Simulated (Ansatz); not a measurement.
```yaml
crystal:
  periodic: [false, false, false]
  atoms:
    - {symbol: N, position_ang: [0.046887, 1.316074, 1.824798]}
    - {symbol: Si, position_ang: [-0.505157, -0.024666, 0.952706]}
    - {symbol: Cl, position_ang: [0.437401, -1.807608, 1.428553]}
    - {symbol: O, position_ang: [-0.221108, 0.235534, -0.620873]}
    - {symbol: Si, position_ang: [0.270774, -0.514427, -1.997928]}
    - {symbol: H, position_ang: [0.960765, 1.703324, 1.651482]}
    - {symbol: H, position_ang: [-0.235021, 1.444416, 2.783094]}
    - {symbol: H, position_ang: [-1.933755, -0.236123, 1.248317]}
    - {symbol: H, position_ang: [0.008225, 0.414998, -3.122585]}
    - {symbol: H, position_ang: [1.722657, -0.813475, -1.925404]}
    - {symbol: H, position_ang: [-0.486268, -1.775044, -2.201459]}
basis:
  gaussian: {orbitals: "6-31++G**"}
total_charge: -1
magnetization: {spin_polarized: true, initial_magnetization: 1}
hamiltonian: {xc: {name: HF}}
correlation: {active_space: {window: {electrons: 6, orbitals: 2}}}
output: {forces: true}
```

```sh
$ ansatz run in.yaml --threads 2 --pin off --events-out ev --progress --plain --max-ram 22528MiB --backend cpu
```

Task: How does Ansatz answer? (Estimate.)

Result: The calculation gave: The program refused the input.
```
Error: invalid value for `correlation.active_space`: it starts from restricted Hartree–Fock orbitals; set hamiltonian.xc: hf without magnetization.spin_polarized
```
